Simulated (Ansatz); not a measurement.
Ansatz (a quantum-chemistry and plane-wave program) input (B3LYP/6-31G):

Ansatz 0.2 input:
```yaml
crystal:
  periodic: [false, false, false]
  atoms:
    - {symbol: C, position_ang: [-1.11056998, 0.02553653, -0.04779558]}
    - {symbol: Si, position_ang: [0.64940984, -0.11713465, 0.02966460]}
    - {symbol: H, position_ang: [-1.69010245, 0.94834355, -0.08800704]}
    - {symbol: H, position_ang: [-1.74251990, -0.86510146, -0.05979506]}
    - {symbol: H, position_ang: [1.00430453, 1.40342380, 0.01927110]}
basis:
  gaussian:
    orbitals: 6-31G
hamiltonian:
  xc: {name: B3LYP}
total_charge: -1
output: {forces: true}
```

From the last part of the output:

```
WARN ansatz: RAYON_NUM_THREADS=1 ignored (pool sized by the plan → 1); use --threads N
Functional definition: B3LYP
integrals: 0.01 GiB planned
363 factors; integrals over basis functions are off by at most 2.6e-4 eV
mean field: 0.07 GiB planned
mean field evaluation 1: about -8960.8831 eV, gradient 1.3e1 eV
mean field evaluation 2: about -8960.2214 eV, gradient 2.0e1 eV
mean field evaluation 4: about -8961.3692 eV, gradient 3.7e-1 eV
mean field evaluation 8: about -8961.3659 eV, gradient 3.3e-3 eV
mean field -8961.36593589 eV, -329.3241239120 hartree, gradient 6.5e-5 eV, S^2 0.000000; 0 other end points of the search recorded, 0 dependent functions left out
the calculation of the forces begins
reference -8961.36612506 eV, -329.3241308638 hartree; 12, 12 occupied and 16, 16 virtual orbitals, 363 factors
Total energy: -8961.36612506 eV, -329.3241308638 hartree
Atom 0 at    -1.110570     0.025537    -0.047796 Å, force    -0.664064     0.065368    -0.029420 eV/Å
Atom 1 at     0.649410    -0.117135     0.029665 Å, force     0.764654    -0.576855     0.042299 eV/Å
Atom 2 at    -1.690102     0.948344    -0.088007 Å, force    -0.106121     0.147149    -0.006997 eV/Å
Atom 3 at    -1.742520    -0.865101    -0.059795 Å, force    -0.081605    -0.114941    -0.001551 eV/Å
Atom 4 at     1.004305     1.403424     0.019271 Å, force     0.087137     0.479279    -0.004331 eV/Å
Dipole moment:    -0.429990     0.129311    -0.020511 e Å
```

The dipole moment of an ion depends on the origin.
